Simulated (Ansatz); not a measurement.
Basis sets compared for FeBr3. Total charge 0; sextet. Geometry r2SCAN-D4/def2-SVP. Ansatz on 4 threads of Arm Neoverse N1 on a shared host; times are rough, and most runs start from earlier orbitals.

```xyz
4

Fe    0.0039    0.0005    0.0058
Br   -1.3657   -1.4911    1.0564
Br    1.8165   -0.7425   -1.1633
Br   -0.4546    2.2332    0.1010
```

Binding counts from free atoms (Fe quintet, Br doublet) in the same basis, without a counterpoise term.

```
                          level  functions  energy (Eh)  HOMO (eV)  LUMO (eV)  binding per atom (eV)  wall time
                PBE-D4/def2-SVP        127   -8983.8450      -6.77      -5.96                   2.71      4.4 s
               PBE-D4/def2-TZVP        189   -8984.9619      -6.92      -6.11                   2.59        8 s
            r2SCAN-D4/def2-TZVP        189   -8986.2955      -7.50      -5.95                   2.60       21 s
               PBE0-D4/def2-SVP        127   -8984.1090      -8.30      -4.90                   2.40      8.5 s
PBE0-D4/def2-TZVP (with forces)        189   -8985.2226      -8.41      -4.93                   2.39       19 s
```

**Question.** Estimate the rows for PBE-D4/def2-TZVPD, r2SCAN-D4/def2-TZVPD, PBE0-D4/def2-TZVPD.

**Answer.** 
| level | functions | energy (Eh) | HOMO (eV) | LUMO (eV) | binding per atom (eV) | wall time |
| --- | --- | --- | --- | --- | --- | --- |
| PBE-D4/def2-TZVPD | 219 | -8984.9644 | -6.97 | -6.15 | 2.60 | 12 s |
| r2SCAN-D4/def2-TZVPD | 219 | -8986.2974 | -7.52 | -5.98 | 2.61 | 25 s |
| PBE0-D4/def2-TZVPD | 219 | -8985.2249 | -8.44 | -4.96 | 2.40 | 20 s |
